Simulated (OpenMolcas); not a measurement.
How basis sets differ on C2H6FIn (SMILES C[CH](F)[InH2])

C2H6FIn: 10 atoms, total charge 0, spin state singlet. SMILES: `C[CH](F)[InH2]`. The coordinates come from a PBE0-D4/def2-TZVP relaxation.

| atom | x (Å) | y (Å) | z (Å) |
| --- | --- | --- | --- |
| C | -0.1408 | 1.2536 | -0.5752 |
| C | 0.6338 | 0.1800 | 0.1372 |
| F | 0.8702 | 0.5971 | 1.4678 |
| In | -0.3852 | -1.7455 | 0.4238 |
| H | 0.3913 | 2.2105 | -0.5415 |
| H | -1.1319 | 1.3976 | -0.1391 |
| H | -0.2719 | 0.9793 | -1.6266 |
| H | 1.6212 | 0.0551 | -0.3158 |
| H | -2.0799 | -1.6962 | 0.7627 |
| H | 0.4931 | -3.2315 | 0.4066 |

Quantity: the dipole moment, in D. The values are calculated.

| level | kind | program | value (D) | CPU time |
| --- | --- | --- | --- | --- |
| HF/ANO-RCC-MB (DKH2) | Hartree–Fock | OpenMolcas | 2.11 | 11 s |
| HF/STO-3G | Hartree–Fock | OpenMolcas | 1.52 | 4.6 s |
| HF/3-21G | Hartree–Fock | OpenMolcas | 2.21 | 6.8 s |
| HF/def2-SVP (core potential) | Hartree–Fock | OpenMolcas | 2.11 | 14 s |

All-electron rows without a relativistic Hamiltonian named are non-relativistic, while core potentials hold scalar relativity, so basis and relativity change together. The values span 1.52 to 2.21 D. Magnitudes only. Sets without polarisation functions give poor dipoles. Times are those of the runs behind each value, whatever else they computed, on shared processors of several kinds: orders of magnitude only.
